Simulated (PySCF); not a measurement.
PySCF job for C₃H₅FOSi, SMILES C#C[Si@H](O)CF, TDDFT-ωB97X/def2-SVPD. Geometry: PBE-D3(BJ)/def2-SVP. The structure was generated by enumeration; whether it is a known compound was not checked. Other conformers were not sampled.

```python
import numpy as np
from pyscf import gto, scf, dft, tdscf

mol = gto.M(
    atom='''
    C     2.54092361    0.66199619   -0.85614670
    C     1.34040972    0.54648532   -0.61780316
    Si   -0.45430692    0.38432698   -0.24340378
    O    -1.00410158    1.68681053    0.66688761
    C    -0.75992149   -1.13761451    0.85138782
    F    -0.45133435   -2.28815369    0.12551360
    H     3.59844730    0.75742169   -1.06774204
    H    -1.18115889    0.24067931   -1.54925617
    H    -0.73473874    2.56523714    0.34706939
    H    -1.82456185   -1.17561126    1.17862763
    H    -0.13133993   -1.09460782    1.76960324
    ''',
    basis='def2-SVPD',
    charge=0,
    spin=0,
    max_memory=1600,
    verbose=4,
)
mf = dft.RKS(mol, xc='wb97x').density_fit(auxbasis='def2-universal-jkfit')
mf.grids.level = 3
mf.conv_tol = 1e-9
mf.max_cycle = 100
mf.kernel()
mf.grids = dft.Grids(mol).set(level=1).build(with_non0tab=True)  # coarser grid for the response kernel
td = tdscf.TDDFT(mf)
td.singlet = True
td.nstates = 10
td.conv_tol = 1e-4
td.positive_eig_threshold = 1e-6
td.kernel(x0=td.get_init_guess(mf, 15))
td.analyze()
tt = tdscf.TDA(mf)
tt.singlet = False
tt.nstates = 4
tt.conv_tol = 1e-4
tt.positive_eig_threshold = 1e-6
tt.kernel(x0=tt.get_init_guess(mf, 9))
tt.analyze(verbose=3)
```

It prints:

```
PySCF version 2.14.0

[INPUT] verbose = 4
[INPUT] num. atoms = 11
[INPUT] num. electrons = 54
[INPUT] charge = 0
[INPUT] spin (= nelec alpha-beta = 2S) = 0
[INPUT] symmetry False subgroup None
[INPUT] Mole.unit = angstrom
[INPUT] Symbol           X                Y                Z      unit          X                Y                Z       unit  Magmom
[INPUT]  1 C      2.540923610000   0.661996190000  -0.856146700000 AA    4.801649726341   1.250991494606  -1.617882785450 Bohr   0.0
[INPUT]  2 C      1.340409720000   0.546485320000  -0.617803160000 AA    2.533007265505   1.032707585895  -1.167478771291 Bohr   0.0
[INPUT]  3 Si    -0.454306920000   0.384326980000  -0.243403780000 AA   -0.858515655295   0.726272734481  -0.459966481884 Bohr   0.0
[INPUT]  4 O     -1.004101580000   1.686810530000   0.666887610000 AA   -1.897476987443   3.187609925732   1.260234938766 Bohr   0.0
[INPUT]  5 C     -0.759921490000  -1.137614510000   0.851387820000 AA   -1.436043492271  -2.149779859231   1.608889805590 Bohr   0.0
[INPUT]  6 F     -0.451334350000  -2.288153690000   0.125513600000 AA   -0.852898312109  -4.323983805013   0.237186328908 Bohr   0.0
[INPUT]  7 H      3.598447300000   0.757421690000  -1.067742040000 AA    6.800079870681   1.431319554905  -2.017740027284 Bohr   0.0
[INPUT]  8 H     -1.181158890000   0.240679310000  -1.549256170000 AA   -2.232066811695   0.454817979749  -2.927669858093 Bohr   0.0
[INPUT]  9 H     -0.734738740000   2.565237140000   0.347069390000 AA   -1.388454991708   4.847595639163   0.655866093320 Bohr   0.0
[INPUT] 10 H     -1.824561850000  -1.175611260000   1.178627630000 AA   -3.447922193830  -2.221583310355   2.227283423545 Bohr   0.0
[INPUT] 11 H     -0.131339930000  -1.094607820000   1.769603240000 AA   -0.248196496920  -2.068508993607   3.344065472743 Bohr   0.0

nuclear repulsion = 271.712793879073
number of shells = 72
number of NR pGTOs = 248
number of NR cGTOs = 170
basis = def2-SVPD
ecp = {}


[settings echo left out]
init E= -581.840543971845
  HOMO = -0.309635451800444  LUMO = -0.0434857990814614  gap/eV = 7.24230
cycle= 1 E= -581.365612158369  delta_E= 0.475  |g|= 0.772  |ddm|= 5.97
  HOMO = -0.319575102587093  LUMO = 0.0441851229883135  gap/eV = 9.89842
cycle= 2 E= -581.366391251585  delta_E= -0.000779  |g|= 0.84  |ddm|= 1.85
  HOMO = -0.389744628610526  LUMO = 0.0400512132380886  gap/eV = 11.69534
cycle= 3 E= -581.488501920251  delta_E= -0.122  |g|= 0.0585  |ddm|= 0.684
  HOMO = -0.392519652718449  LUMO = 0.0438739851624881  gap/eV = 11.87488
cycle= 4 E= -581.489340291604  delta_E= -0.000838  |g|= 0.0189  |ddm|= 0.244
  HOMO = -0.390867855265479  LUMO = 0.0451485378541268  gap/eV = 11.86461
cycle= 5 E= -581.489444333008  delta_E= -0.000104  |g|= 0.00706  |ddm|= 0.0832
  HOMO = -0.391239852410945  LUMO = 0.0449303169764543  gap/eV = 11.86879
cycle= 6 E= -581.489455154328  delta_E= -1.08e-05  |g|= 0.00261  |ddm|= 0.021
  HOMO = -0.391341824955934  LUMO = 0.044871157417262  gap/eV = 11.86996
cycle= 7 E= -581.489456667306  delta_E= -1.51e-06  |g|= 0.00067  |ddm|= 0.00616
  HOMO = -0.391333692794279  LUMO = 0.044892653823724  gap/eV = 11.87032
cycle= 8 E= -581.489456831373  delta_E= -1.64e-07  |g|= 0.000281  |ddm|= 0.00211
  HOMO = -0.391321428488093  LUMO = 0.0449025101401119  gap/eV = 11.87026
cycle= 9 E= -581.48945685975  delta_E= -2.84e-08  |g|= 0.000128  |ddm|= 0.000706
  HOMO = -0.39132231313453  LUMO = 0.0448994199504282  gap/eV = 11.87020
cycle= 10 E= -581.489456869598  delta_E= -9.85e-09  |g|= 3.98e-05  |ddm|= 0.000328
  HOMO = -0.391325160338819  LUMO = 0.0448983904400766  gap/eV = 11.87025
cycle= 11 E= -581.489456871283  delta_E= -1.69e-09  |g|= 1.69e-05  |ddm|= 9.62e-05
  HOMO = -0.391322911281251  LUMO = 0.0448989215936941  gap/eV = 11.87020
cycle= 12 E= -581.489456871707  delta_E= -4.24e-10  |g|= 4.84e-06  |ddm|= 5.23e-05
  HOMO = -0.391323318018733  LUMO = 0.0448985130949868  gap/eV = 11.87020
Extra cycle  E= -581.489456871729  delta_E= -2.21e-11  |g|= 2.87e-06  |ddm|= 1.63e-05
converged SCF energy = -581.489456871729
tot grids = 44792
Overwritten attributes  positive_eig_threshold  of <class 'pyscf.tdscf.rks.TDDFT'>


******** <class 'pyscf.tdscf.rks.TDDFT'> for <class 'pyscf.df.df_jk.DFRKS'> ********
nstates = 10 singlet
deg_eia_thresh = 1.000e-03
wfnsym = None
conv_tol = 0.0001
eigh lindep = 1e-12
eigh level_shift = 0
eigh max_cycle = 100


Excitation energies (eV)
[5.74280209 6.11249451 6.20207264 7.31683544 7.84767593 8.26050881
 8.46326699 8.51259764 8.74373675 8.85432669]

** Singlet excitation energies and oscillator strengths **
Excited State   1:      5.74280 eV    215.89 nm  f=0.0006
      25 -> 28        0.22490
      26 -> 28        0.20129
      26 -> 29       -0.20642
      27 -> 28        0.51153
      27 -> 30       -0.15221
      27 -> 31        0.14110
Excited State   2:      6.11249 eV    202.84 nm  f=0.0015
      25 -> 29       -0.16122
      26 -> 28        0.42100
      26 -> 29       -0.25232
      26 -> 31        0.10481
      26 -> 32        0.12859
      27 -> 28       -0.17343
      27 -> 29       -0.33251
      27 -> 30        0.13246
Excited State   3:      6.20207 eV    199.91 nm  f=0.0012
      25 -> 29        0.16620
      26 -> 28       -0.12038
      26 -> 29       -0.54338
      26 -> 30        0.18165
      27 -> 28       -0.16098
      27 -> 29        0.23297
Excited State   4:      7.31684 eV    169.45 nm  f=0.0181
      24 -> 28        0.12422
      25 -> 28       -0.54093
      27 -> 28        0.31676
      27 -> 31       -0.10241
Excited State   5:      7.84768 eV    157.99 nm  f=0.0111
      24 -> 28       -0.63231
Excited State   6:      8.26051 eV    150.09 nm  f=0.4224
      25 -> 29        0.30291
      26 -> 28       -0.28677
      27 -> 29       -0.49596
      27 -> 30       -0.11348
Excited State   7:      8.46327 eV    146.50 nm  f=0.0620
      25 -> 28        0.12710
      25 -> 29        0.11510
      25 -> 30        0.17631
      27 -> 28        0.12955
      27 -> 30        0.55804
      27 -> 31        0.14202
      27 -> 32       -0.13707
      27 -> 35        0.11741
Excited State   8:      8.51260 eV    145.65 nm  f=0.1330
      23 -> 28       -0.10969
      24 -> 28       -0.10297
      25 -> 29       -0.25268
      26 -> 28       -0.25066
      26 -> 29       -0.14082
      26 -> 30       -0.45951
      26 -> 32        0.12488
Excited State   9:      8.74374 eV    141.80 nm  f=0.0685
      21 -> 28       -0.10165
      23 -> 28        0.41040
      23 -> 32       -0.11832
      24 -> 29       -0.29405
      26 -> 30       -0.26937
      26 -> 31       -0.18139
Excited State  10:      8.85433 eV    140.03 nm  f=0.0234
      23 -> 28       -0.36088
      23 -> 32        0.10477
      24 -> 29       -0.47358

** Transition electric dipole moments (AU) **
state          X           Y           Z        Dip. S.      Osc.
  1         0.0188      0.0575     -0.0225      0.0042      0.0006
  2        -0.0763      0.0391      0.0485      0.0097      0.0015
  3        -0.0314     -0.0798      0.0278      0.0081      0.0012
  4         0.2460      0.1858     -0.0762      0.1009      0.0181
  5        -0.0029      0.0916     -0.2226      0.0579      0.0111
  6         1.3144      0.2964     -0.5211      2.0870      0.4224
  7         0.4403     -0.1650      0.2792      0.2991      0.0620
  8         0.3935     -0.6488     -0.2485      0.6375      0.1330
  9        -0.5045     -0.2552      0.0008      0.3197      0.0685
 10        -0.2719     -0.0887      0.1614      0.1078      0.0234

** Transition velocity dipole moments (imaginary part, AU) **
state          X           Y           Z        Dip. S.      Osc.
  1         0.0039      0.0122     -0.0046      0.0002      0.0006
  2        -0.0168      0.0097      0.0118      0.0005      0.0015
  3        -0.0069     -0.0192      0.0068      0.0005      0.0014
  4         0.0639      0.0506     -0.0231      0.0072      0.0178
  5         0.0028      0.0265     -0.0625      0.0046      0.0107
  6         0.4006      0.0902     -0.1638      0.1954      0.4292
  7         0.1393     -0.0571      0.0993      0.0325      0.0697
  8         0.1212     -0.2189     -0.0843      0.0697      0.1486
  9        -0.1562     -0.0901     -0.0017      0.0325      0.0675
 10        -0.0896     -0.0301      0.0502      0.0115      0.0235

** Transition magnetic dipole moments (imaginary part, AU) **
state          X           Y           Z
  1        -0.1962     -0.0419      0.1281
  2         0.0068     -0.0120     -0.0456
  3         0.0049     -0.0262     -0.0470
  4        -0.4814     -0.2204      0.4968
  5         0.4964      0.3320     -0.4557
  6         0.3465      0.4885      0.4786
  7        -0.1452      1.3969      0.6532
  8         0.6103     -0.5275      0.9465
  9         0.0684      0.0816     -0.1210
 10        -0.3529      0.0259      0.2667
Overwritten attributes  positive_eig_threshold  of <class 'pyscf.tdscf.rks.TDA'>


******** <class 'pyscf.tdscf.rks.TDA'> for <class 'pyscf.df.df_jk.DFRKS'> ********
nstates = 4 triplet
deg_eia_thresh = 1.000e-03
wfnsym = None
conv_tol = 0.0001
eigh lindep = 1e-12
eigh level_shift = 0
eigh max_cycle = 100


Excitation energies (eV)
[4.82463795 5.30814072 5.3678737  5.92245725]

** Triplet excitation energies and oscillator strengths **
Excited State   1:      4.82464 eV    256.98 nm  f=0.0000
Excited State   2:      5.30814 eV    233.57 nm  f=0.0000
Excited State   3:      5.36787 eV    230.97 nm  f=0.0000
Excited State   4:      5.92246 eV    209.35 nm  f=0.0000
```

Self-consistency was reached.

Cost: very roughly 10 core-minutes.
